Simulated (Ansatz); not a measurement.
Total energies of B(AsH3)H3 (BAsH6) from Ansatz at PBE0-D4/def2-TZVP, gas phase (1 Eh = 27.2114 eV = 2625.5 kJ/mol). The reference geometry is relaxed at B3LYP-D4/def2-TZVP.

```xyz
8

B     1.166    0.223    0.312
As   -0.823   -0.158   -0.220
H    -1.107   -1.068   -1.391
H    -1.708    0.999   -0.619
H    -1.742   -0.802    0.790
H     1.605    0.717   -0.691
H     1.571   -0.878    0.573
H     1.038    0.967    1.247
```

```tsv
state	geometry	energy (Eh)
charge 0 singlet	reference	-2263.98972
charge 1 doublet	reference	-2263.58720
charge 1 doublet	relaxed at B3LYP-D4/def2-TZVP	-2263.64360
free B atom (doublet)	–	-24.61828
free As atom (quartet)	–	-2235.53903
free H atom (doublet)	–	-0.50104
```

(1) Work out the vertical ionisation energy to the doublet.

(2) How much does the charge 1 doublet relax, and what is the adiabatic ionisation energy?

(3) What is the binding energy per atom against free atoms?

(1) E(charge 1 doublet) − E(charge 0 singlet) = -2263.58720 − (-2263.98972) = 0.40252 Eh = 10.95 eV. For comparison, −ε of the highest occupied level is 8.67 eV at this level, 2.28 eV less.

(2) Relaxation: -2263.58720 − (-2263.64360) = 0.05640 Eh = 1.53 eV. Adiabatic ionisation energy: 0.34612 Eh = 9.42 eV, without zero-point energy. 

(3) Atoms: 1 × (-24.61828) + 1 × (-2235.53903) + 6 × (-0.50104) = -2263.16355 Eh. Binding: -2263.16355 − (-2263.98972) = 0.82617 Eh = 22.48 eV, or 2.81 eV for each of 8 atoms (no zero-point energy, no counterpoise term).
